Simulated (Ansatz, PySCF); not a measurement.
This PySCF input computes a PBE/def2-TZVPD energy:

```python
from pyscf import gto, scf, dft

mol = gto.M(
    atom='''
    Al   -0.00000000   -0.00000000   -0.53575021
    O    -0.00000000   -0.00000000   -2.24291911
    Cl    0.00000000    0.00000000    1.46518269
    ''',
    basis='def2-tzvpd',
    charge=1,
    spin=1,
    symmetry='C2v',
    verbose=4,
)

mf = dft.UKS(mol, xc='pbe').density_fit(auxbasis='def2-universal-jkfit')
mf.grids.level = 3
mf.conv_tol = 1e-9
mf.max_cycle = 100
mf.max_memory = 1500
mf.kernel()
if not mf.converged:
    mf = mf.newton()
    mf.kernel(mf.make_rdm1())
mf.analyze()
```

Question: Write an input for the same energy in Ansatz (a program for electronic structure) and say what it gives.

Answer: 
Ansatz 0.2 input:
```yaml
crystal:
  periodic: [false, false, false]
  atoms:
    - {symbol: Al, position_ang: [-0.00000000, -0.00000000, -0.53575021]}
    - {symbol: O, position_ang: [-0.00000000, -0.00000000, -2.24291911]}
    - {symbol: Cl, position_ang: [0.00000000, 0.00000000, 1.46518269]}
basis:
  gaussian:
    orbitals: def2-TZVPD
hamiltonian:
  xc: {name: PBE}
total_charge: 1
magnetization: {spin_polarized: true, initial_magnetization: 1}
output: {forces: true}
```
It gives -777.19447 Eh, and PySCF -777.19451 Eh, a difference of 0.04 mEh, from the treatment of integrals and grids.
